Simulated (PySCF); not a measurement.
Two-dimensional NMR puzzle

Compound of formula C$_{6}$H$_{11}$N$_{3}$Si. Correlations simulated from computed shifts and the bond graph:

HSQC (one-bond C–H):
```
  δH     δC
9.12  159.8
2.82   42.2
1.65   24.6
```

COSY cross peaks (H two or three bonds apart, from the bond graph; peaks can be absent where the dihedral angle is near 90°):
```
  δH    δH
2.82  1.65
```

HMBC (two and three bonds, from the bond graph):
```
  δH                   δC
9.12         177.0, 123.9
4.56  177.0, 159.8, 123.9
2.82   177.0, 123.9, 24.6
1.65    177.0, 42.2, 24.6
```

Carbons without hydrogens: δ 177.0, 123.9.

[PySCF: shieldings: GIAO PBE0/pcSseg-1; geometry: GFN2-xTB; relativity neglected; gas phase; one averaged value for each set of equivalent atoms; a single conformation]

Scale: TMS for ¹H (σref 31.72), ¹³C (σref 186.93) (reference shieldings calculated alike).

Exchangeable hydrogens are left out of these lists.

Task: Work out the connectivity.

Result: `CC(C)c1nnncc1[SiH3]`.

Mapped SMILES: `[CH3:1][CH:2]([CH3:3])[c:4]1[n:5][n:6][n:7][cH:8][c:9]1[SiH3:10]`. Each H is labelled by its parent atom.

- δC 177.0 is C4, a substituted aromatic carbon next to a ring nitrogen.
- δC 159.8 is C8, an aromatic CH next to a ring nitrogen (δH 9.12).
- δC 123.9 is C9, a substituted aromatic carbon.
- δC 42.2 is C2, an sp3 CH on an aromatic ring (δH 2.82).
- δC 24.6 is C1/C3, a methyl carbon (δH 1.65).
- HMBC from δH 9.12 reaches the proton-free carbons C4, C9.
- HMBC from δH 4.56 reaches the proton-free carbons C4, C9.
- HMBC from δH 2.82 reaches the proton-free carbons C4, C9.
- HMBC from δH 1.65 reaches the proton-free carbon C4.
- COSY links 2.82–1.65.

The shifts were computed for this structure.

Shifts are as computed. Against solution values, carbons near 30 ppm lie about +3 ppm off and those near 130 ppm about +5 ppm. Of 1211 compounds with measured shifts, 218 miss one by over three times the rms of a fit or turn the order of signals round; such compounds aren't used in these exercises.
